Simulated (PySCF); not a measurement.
Can point charges reproduce the dipole moment of `CCCc1ccccc1` (propylbenzene)?

Coordinates (GFN2-xTB, Å) and charges (e) from the PBE0/pcSseg-1 density (PySCF):

```csv
atom,x,y,z,Mulliken,IAO,Hirshfeld,ESP-fitted
C1,-2.368,-0.601,-0.512,-0.2774,-0.4193,-0.1212,-0.3809
C2,-1.946,-0.464,0.945,-0.2640,-0.2417,-0.0638,+0.3523
C3,-0.981,0.710,1.163,-0.0856,-0.2597,-0.0677,-0.3766
C4,0.339,0.459,0.493,-0.3100,+0.0122,+0.0115,+0.1937
C5,0.622,0.988,-0.760,-0.0278,-0.1627,-0.0500,-0.2553
C6,1.824,0.711,-1.389,-0.0721,-0.1504,-0.0505,-0.1383
C7,2.763,-0.096,-0.771,-0.0805,-0.1596,-0.0551,-0.1351
C8,2.493,-0.624,0.481,-0.0734,-0.1497,-0.0509,-0.1822
C9,1.290,-0.348,1.105,-0.0188,-0.1624,-0.0523,-0.1645
H10,-3.036,-1.451,-0.635,+0.1160,+0.1411,+0.0403,+0.0742
H11,-2.889,0.295,-0.843,+0.1020,+0.1320,+0.0361,+0.0840
H12,-1.500,-0.751,-1.149,+0.1327,+0.1423,+0.0321,+0.1119
H13,-2.833,-0.313,1.565,+0.1160,+0.1312,+0.0373,-0.0468
H14,-1.461,-1.387,1.271,+0.1202,+0.1312,+0.0342,-0.0505
H15,-1.433,1.623,0.772,+0.1127,+0.1332,+0.0400,+0.1176
H16,-0.823,0.839,2.237,+0.1235,+0.1401,+0.0410,+0.0825
H17,-0.104,1.623,-1.247,+0.0627,+0.1451,+0.0470,+0.1541
H18,2.028,1.128,-2.365,+0.0874,+0.1510,+0.0487,+0.1414
H19,3.701,-0.311,-1.261,+0.0865,+0.1508,+0.0480,+0.1347
H20,3.223,-1.252,0.971,+0.0877,+0.1510,+0.0487,+0.1470
H21,1.086,-0.761,2.083,+0.0625,+0.1441,+0.0470,+0.1368
```

Task: Compute μ = Σ q r for each scheme (1 e·Å = 4.803 D) and compare with the dipole of the full density.

Result: The full density gives (-0.36, -0.11, 0.13) D, 0.40 D in size; dipole vectors point from the negative to the positive end.

| scheme | μx | μy | μz | size (D) | share of the full size (%) | angle to the full dipole (°) |
| --- | --- | --- | --- | --- | --- | --- |
| Mulliken | -0.96 | -0.34 | -0.12 | 1.03 | 260 | 26 |
| IAO | -0.37 | -0.09 | 0.18 | 0.42 | 106 | 7 |
| Hirshfeld | -0.15 | 0.08 | 0.19 | 0.25 | 64 | 48 |
| ESP-fitted | -0.35 | -0.11 | 0.14 | 0.39 | 99 | 2 |

Task: Which set comes closest?

Result: Length of the difference vector: ESP-fitted 0.01 D, IAO 0.06 D, Hirshfeld 0.30 D, Mulliken 0.69 D. Closest: ESP-fitted. ESP charges are fitted to the potential around the molecule, whose slowest-falling term is the dipole's. The schemes that divide the density aren't constrained to reproduce the dipole.

Task: What is left for the Hirshfeld atoms' own dipoles?

Result: The shares of the density sum to the whole, so what Σ q r misses lies in dipoles about the nuclei. The atomic dipoles sum to (-0.36, -0.11, 0.13) − (-0.15, 0.08, 0.19) = (-0.21, -0.19, -0.06) D, 0.30 D in size.

Task: With the origin at the mean of the coordinates, (0.000, 0.001, 0.103) Å, which are the largest single terms, by size, of the IAO dipole along the direction of the full one?

Result: C1 -4.26, H19 -2.68, C2 -2.51, H18 -2.13, C7 +2.11 D; all 21 atoms together +0.42 D. The single terms depend on the origin, their sum doesn't.

Task: Give the size of the full dipole in other units.

Result: 0.40 D = 0.156 au = 0.082 e·Å = 1.32 × 10⁻³⁰ C·m.

The structure is a single GFN2-xTB conformer in the gas phase; no vibrational or solvent corrections.

These values come from a run that also computed NMR shieldings. The run took 39 s wall on one thread of an Arm Neoverse V1, on a shared host.

The values belong to the conformer `[CH3:1][CH2:2][CH2:3][c:4]1[cH:5][cH:6][cH:7][cH:8][cH:9]1`: C1–C2–C3–C4 -67°, C2–C3–C4–C5 97°.
